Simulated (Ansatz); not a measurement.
C$_{3}$H$_{9}$LiOSi (`[Li][O][Si](C)(C)C`), charge 0, multiplicity 1.

Problem. Give a relaxed structure at PBE0-D4/def2-TZVP (Ansatz). (Best estimate.)

Solution. The calculation gave: 
Cartesian coordinates in Å:
```
Li 2.644 1.896 1.372
O 1.434 1.029 0.744
Si 0.233 0.167 0.121
C -0.913 1.240 -0.919
C -0.809 -0.633 1.470
C 0.881 -1.211 -0.988
H -1.351 2.042 -0.316
H -1.735 0.658 -1.348
H -0.368 1.706 -1.746
H -1.631 -1.223 1.052
H -0.201 -1.301 2.088
H -1.244 0.125 2.128
H 1.528 -1.891 -0.426
H 0.066 -1.803 -1.416
H 1.467 -0.802 -1.816
```
Point group C3v.
This is one stationary point; other conformers may exist.
